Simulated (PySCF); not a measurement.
Choosing a molecule for a target property.

All species are isolated and taken at one optimised geometry, non-relativistic unless stated. Electronic properties by PySCF.

Dipoles, sizes and rotational constants follow the conformer. The torsions of the flexible species, by atom-mapped SMILES:
- `[CH3:1][C:2]#[C:3][C@H:4]([C:5]#[N:6])[SiH2:7][F:8]`: C3–C4–Si7–F8 -65°
- `[F:1][C:2]([F:3])([F:4])[C:5]([F:6])([F:7])[C:8]([F:9])([F:10])[Cl:11]`: F1–C2–C5–F6 58°, C2–C5–C8–F9 -59°
- `[F:1][SiH2:2][c:3]1[cH:4][cH:5][cH:6][n:7][cH:8]1`: F1–Si2–C3–C4 0°
- `[CH2:1]=[CH:2][CH2:3][CH2:4][C:5](=[S:6])[O:7][CH3:8]`: C1–C2–C3–C4 118°, C2–C3–C4–C5 -61°, C3–C4–C5–S6 -81°, C4–C5–O7–C8 -177°

The conformers of `N#CC1=CC[SiH2][C@H]1F` and `O=[S@]1[C@H]2CC[C@@H]1CC2` aren't listed.

Question: Wanted: HOMO energy between -9 eV and -7 eV (B3LYP/def2-SVPD) and electronic spatial extent ⟨r²⟩ about the centre of nuclear charge above 1240 bohr² (B3LYP/def2-SVPD), at GFN2-xTB geometries. Which candidate meets both?
A. `F[SiH2]C1=CC=CN=C1`
B. `C(CCC=C)(OC)=S`
C. `FC(F)(F)C(F)(F)C(F)(F)Cl`
D. `CC#C[C@H](C#N)[SiH2]F`

Answer: D. Computed values:
| species | HOMO energy | electronic spatial extent ⟨r²⟩ about the centre of nuclear charge |
| --- | --- | --- |
| FC(F)(F)C(F)(F)C(F)(F)Cl | -9.97 eV | 1610 bohr² |
| CC#C[C@H](C#N)[SiH2]F | -7.55 eV | 1443 bohr² |
| F[SiH2]C1=CC=CN=C1 | -7.28 eV | 1235 bohr² |
| C(CCC=C)(OC)=S | -6.26 eV | 1252 bohr² |

Question: Wanted: lowest singlet excitation between 5 eV and 5.6 eV (TDDFT B3LYP/def2-SVPD) and HOMO–LUMO gap below 6.7 eV (B3LYP/def2-SVPD), at GFN2-xTB geometries. Which candidate meets both?
A. `N#CC1=CC[SiH2][C@H]1F`
B. `CC#C[C@H](C#N)[SiH2]F`
C. `F[SiH2]c1cccnc1`
D. `FC(F)(F)C(F)(F)C(F)(F)Cl`
E. `O=[S@]1[C@H]2CC[C@@H]1CC2`
F. `C(OC)(CCC=C)=S`

Answer: A. Computed values:
| species | lowest singlet excitation | HOMO–LUMO gap |
| --- | --- | --- |
| C(OC)(CCC=C)=S | 3.38 eV | 4.76 eV |
| F[SiH2]c1cccnc1 | 4.63 eV | 5.93 eV |
| N#CC1=CC[SiH2][C@H]1F | 5.55 eV | 6.12 eV |
| O=[S@]1[C@H]2CC[C@@H]1CC2 | 5.69 eV | 6.63 eV |
| CC#C[C@H](C#N)[SiH2]F | 6.01 eV | 6.86 eV |
| FC(F)(F)C(F)(F)C(F)(F)Cl | 7.50 eV | 8.88 eV |

Question: Wanted: lowest triplet excitation (Tamm–Dancoff) above 5 eV (TDA B3LYP/def2-SVPD) and smallest rotational constant below 0.73 GHz (GFN2-xTB), at GFN2-xTB geometries. Which candidate meets both?
A. `CC#C[C@H](C#N)[SiH2]F`
B. `FC(F)(F)C(F)(F)C(F)(F)Cl`
C. `F[SiH2]C1=CC=CN=C1`
D. `C(CCC=C)(OC)=S`

Answer: B. Computed values:
```
                 species  lowest triplet excitation (Tamm–Dancoff)  smallest rotational constant
          C(CCC=C)(OC)=S                                   3.02 eV                     1.072 GHz
      F[SiH2]C1=CC=CN=C1                                   4.05 eV                     0.876 GHz
   CC#C[C@H](C#N)[SiH2]F                                   5.35 eV                     0.767 GHz
FC(F)(F)C(F)(F)C(F)(F)Cl                                   6.69 eV                     0.698 GHz
```
